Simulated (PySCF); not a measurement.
hexafluoroethane (C2F6), singlet, at a GFN2-xTB geometry, with bond 3-2 at 1.3 times its length. Base run: PySCF with PBE0/STO-3G.

Geometry (Å):
```xyz
8

F      1.4041    -0.2828    -1.0213
C      0.7671    -0.0617     0.1225
F      1.3863     1.3907     0.8201
F      1.0264    -1.0681     0.9488
C     -0.7671     0.0617    -0.1225
F     -1.0264     1.0681    -0.9488
F     -1.2434    -1.0555    -0.6591
F     -1.4041     0.2828     1.0213
```
Charge 0, spin multiplicity 1.
All else is at PySCF's defaults.
Base energy -665.01848 Eh.

The base run was repeated with changes; each row names its change, and settings that it needs were set with it.

```json
[
 {"change": "base", "ΔE vs base (µEh)": "0.0", "SCF cycles": "10"},
 {"change": "init_guess = sap", "ΔE vs base (µEh)": "0.0", "SCF cycles": "11"},
 {"change": "diis = off; damp = 0.3 (with mf.diis_start_cycle = 200; with mf.max_cycle = 150)", "ΔE vs base (µEh)": "0.0", "SCF cycles": "64"},
 {"change": "conv_tol = 1e-12", "ΔE vs base (µEh)": "0.0", "SCF cycles": "12"},
 {"change": "conv_tol_grad = 1e-3", "ΔE vs base (µEh)": "0.0", "SCF cycles": "10"},
 {"change": "init_guess = vsap", "ΔE vs base (µEh)": "0.0", "SCF cycles": "9"},
 {"change": "solver = newton; init_guess = 1e", "ΔE vs base (µEh)": "0.0", "SCF cycles": "-"},
 {"change": "conv_tol = 1e-11", "ΔE vs base (µEh)": "0.0", "SCF cycles": "12"},
 {"change": "DIIS = ADIIS", "ΔE vs base (µEh)": "0.0", "SCF cycles": "14"},
 {"change": "conv_tol_grad = 1e-7", "ΔE vs base (µEh)": "0.0", "SCF cycles": "12"},
 {"change": "init_guess = mod_huckel", "ΔE vs base (µEh)": "0.0", "SCF cycles": "14"},
 {"change": "init_guess = huckel", "ΔE vs base (µEh)": "0.0", "SCF cycles": "13"},
 {"change": "diis_space = 12", "ΔE vs base (µEh)": "0.0", "SCF cycles": "10"}
]
```
